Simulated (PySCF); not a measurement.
# Boron: a sound run and one with changed settings

Sound run: B⁺ [He] 2s2, B²⁺ [He] 2s1. All numbers are calculated (PySCF 2.14, scalar relativity by spin-free X2C-1e, in x2c-TZVPall). In the sound run the correlated levels freeze 1s2. The sound run starts from symmetry-adapted Hartree-Fock orbitals and uses a fine grid where one is needed.

Changed run: all electrons correlated in a basis built for the valence shell.

| species | method | sound run (hartree) | changed run (hartree) | converged |
| --- | --- | --- | --- | --- |
| B⁺ | MP2 | -24.27910 | -24.29372 | yes |
| B⁺ | CCSD(T) | -24.30310 | -24.31859 | yes |
| B²⁺ | MP2 | n/a | -23.39616 | yes |
| B²⁺ | CCSD(T) | n/a | -23.39764 | yes |

Ionisation energy of B⁺:

```json
{"method": "UHF", "sound run (eV)": "23.447", "changed run (eV)": "23.447"}
{"method": "MP2", "sound run (eV)": "24.412", "changed run (eV)": "24.424"}
{"method": "SCS-MP2", "sound run (eV)": "24.604", "changed run (eV)": "24.616"}
{"method": "CCSD", "sound run (eV)": "25.065", "changed run (eV)": "25.053"}
{"method": "CCSD(T)", "sound run (eV)": "25.065", "changed run (eV)": "25.060"}
```

A valence basis has no tight correlating functions, so it recovers only part of the core correlation, and not evenly between atom and ion.

For comparison, NIST gives 25.155 eV between the lowest levels.
